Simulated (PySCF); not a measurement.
# Bond length, frequency and bond energy of KS by level of theory

State: ²Π (doublet), unpaired electrons π ↑. Set-up: PySCF, spin-free X2C with a Gaussian nucleus, basis sets K x2c-SVPall, S x2c-SVPall. De refers to K + S in their high-spin ground configurations, without counterpoise correction. The functionals are run spin-unrestricted. A positive dipole means K(−)S(+).

| Level | Re (Å) | ωe (cm⁻¹) | De (eV) | μ (D) | CPU s a point (SCF and correlation, without the integrals) |
| --- | --- | --- | --- | --- | --- |
| UHF | 2.880 | 254 | 1.40 | -10.72 | 0.11 |
| UHF-MP2 | 2.857 | 254 | 1.93 | n/a | 0.16 |
| UHF-SCS-MP2 | 2.862 | 253 | 1.93 | n/a | n/a |
| UHF-CCSD | 2.860 | 252 | 1.87 | n/a | n/a |
| UHF-CCSD(T) | 2.862 | 250 | 1.91 | n/a | 2.1 |
| PBE | 2.834 | 249 | 2.51 | -8.73 | 0.52 |
| revPBE | 2.860 | 241 | 2.43 | -8.90 | 0.38 |
| r²SCAN | 2.839 | 256 | 2.58 | -9.72 | 0.73 |
| PBE0 | 2.821 | 259 | 2.45 | -9.54 | 0.77 |
| r²SCAN0 | 2.828 | 261 | 2.50 | -9.99 | 0.78 |
| BHandHLYP | 2.827 | 262 | 2.31 | -9.82 | 0.44 |

Question: Which functional lies closest to UHF-CCSD(T) in De, which farthest, and by how much do they differ from it?

Answer: Closest is BHandHLYP (-3.5 pm in Re, +4.8 % in ωe, +0.40 eV in De against UHF-CCSD(T) in the same basis), farthest r²SCAN (-2.3 pm in Re, +2.4 % in ωe, +0.67 eV in De). CCSD(T) converges more slowly with the basis than the functionals do and binds too weakly in this one, so the order can change at the basis-set limit.

Question: What does a quarter of exact exchange do here, going from PBE to PBE0?

Answer: PBE0 less PBE: -1.3 pm in Re, +4.0 % in ωe, -0.06 eV in De. Exact exchange removes part of the self-interaction that spreads semilocal densities, and in most molecules shortens and stiffens the bond and lowers De; so it does here.

Question: What does the step from GGA to meta-GGA do here, going from PBE to r²SCAN?

Answer: r²SCAN less PBE: +0.5 pm in Re, +2.8 % in ωe, +0.07 eV in De. 

Correlated steps freeze 10 core orbitals. Correlated levels converge slowly with the basis: in double zeta they bind strong bonds too weakly, by up to about 1 eV, and carry superposition errors of some tenths. The state is the lowest determinant that a PBE0 search found; another state may lie lower at other levels.

The whole job (state search and all levels along the bond) took about 1.4 min on 1 thread of Arm Neoverse V1 (shared host), peak memory 0.45 GiB.
